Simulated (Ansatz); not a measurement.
BF, charge +1, doublet, geometry from GFN2-xTB (a state made from the parent by changing its charge; the spin is typed, not shown lowest); R2SCAN/aug-cc-pVDZ in Ansatz (an electronic-structure program).

The Ansatz input:
Ansatz 0.2 input:
```yaml
crystal:
  periodic: [false, false, false]
  atoms:
    - {symbol: B, position_ang: [-0.00000000, -0.00000000, -0.77001619]}
    - {symbol: F, position_ang: [0.00000000, 0.00000000, 0.42778677]}
basis:
  gaussian:
    orbitals: aug-cc-pVDZ
hamiltonian:
  xc: r2scan
total_charge: 1
magnetization: {spin_polarized: true, initial_magnetization: 1}
```

Task: Write the output that Ansatz gives for this input, abridged.

Result: 
```
Functional definition: r2SCAN
375 factors; their error is unknown
mean field evaluation 1: about -3366.0445 eV, gradient 6.6e1 eV
mean field evaluation 2: about -3232.0727 eV, gradient 1.8e2 eV
mean field evaluation 4: about -3379.9072 eV, gradient 2.6e0 eV
mean field evaluation 8: about -3379.9192 eV, gradient 1.1e-2 eV
mean field -3379.91923470 eV, -124.2097408836 hartree, gradient 8.7e-6 eV, S^2 0.755675; 0 other end points of the search recorded, 0 dependent functions left out
reference -3379.91924675 eV, -124.2097413263 hartree; 7, 6 occupied and 39, 40 virtual orbitals, 375 factors
Total energy: -3379.91924675 eV, -124.2097413263 hartree
```
